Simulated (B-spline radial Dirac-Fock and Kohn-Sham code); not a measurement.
**Dipole and non-dipole photoemission parameters of Mn 2p1/2**

System: the free manganese atom in the configuration 1s2 2s2 2p6 3s2 3p6 3d5 4s2; threshold 649.9 eV (tabulated edge). Method: Dirac-Hartree-Slater photoionisation with a Latter tail; cross sections with all multipoles, angular parameters from the dipole term and its interference with E2. Computed with a radial finite-basis atomic code.

| hν (eV) | σ (kb) | β | γ | δ |
| --- | --- | --- | --- | --- |
| 1020 | 170 | 1.421 | 0.068 | 0.018 |
| 1390 | 75.3 | 1.455 | 0.277 | 0.025 |
| 1486.9 | 62.6 | 1.449 | 0.323 | 0.027 |
| 1620 | 49.4 | 1.437 | 0.381 | 0.030 |
| 2930 | 8.74 | 1.267 | 0.769 | 0.059 |
| 2970 | 8.39 | 1.261 | 0.778 | 0.060 |
| 2984.4 | 8.26 | 1.259 | 0.781 | 0.061 |
| 4000 | ? | ? | ? | ? |
| 6000 | 0.899 | 0.948 | 1.165 | 0.134 |
| 6460 | 0.704 | 0.913 | 1.201 | 0.145 |
| 6850 | 0.579 | 0.886 | 1.229 | 0.154 |
| 7850 | 0.366 | 0.822 | 1.292 | 0.177 |
| 8047.8 | 0.336 | 0.810 | 1.304 | 0.181 |
| 8150 | 0.322 | 0.804 | 1.309 | 0.183 |
| 11200 | 0.108 | 0.661 | 1.445 | 0.247 |
| 12000 | 0.0847 | 0.632 | 1.473 | 0.263 |

Q: Give the values at 4000 eV.

A: σ = 3.33 kb, β = 1.136, γ = 0.952, δ = 0.085.
